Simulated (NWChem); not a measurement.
System: C₂H₂Cl₂F₂; SMILES FC(F)C(Cl)Cl

```xyz
8

F      0.1943     2.0480     0.6742
C      0.7582     0.9590     0.1231
F      0.7660     1.1061    -1.2059
C     -0.0419    -0.2734     0.5344
Cl    -1.6943    -0.1847    -0.0787
Cl     0.8043    -1.7283    -0.0183
H      1.7984     0.8676     0.4847
H     -0.0942    -0.3150     1.6298
```
Atoms are numbered in this order, from 1.

All runs: NWChem. All runs use the structure optimised with PBE0/def2-SVP. Solvent water, SMD (1 M gas to 1 M solution), gas-phase geometry.

Task: Taking PBE0/def2-TZVPP as the yardstick, which of these has the fewest basis functions while keeping “dipole in solution (D)” within 0.05 D of it: PBE0/pcseg-2; PBE0/3-21G; PBE0/aug-pcseg-1; PBE0/pcseg-1?

Result: none of them.
```
level             basis functions  dipole in solution (D)  relative time (rough)
----------------  ---------------  ----------------------  ---------------------
PBE0/3-21G                     66                    3.17                      1
PBE0/pcseg-1                  102                    3.05                      3
PBE0/aug-pcseg-1              164                    3.03                     10
PBE0/pcseg-2                  216                    3.04                     10
PBE0/def2-TZVPP               236                    2.94                     10
```

The yardstick is one finite set, not the basis-set limit.
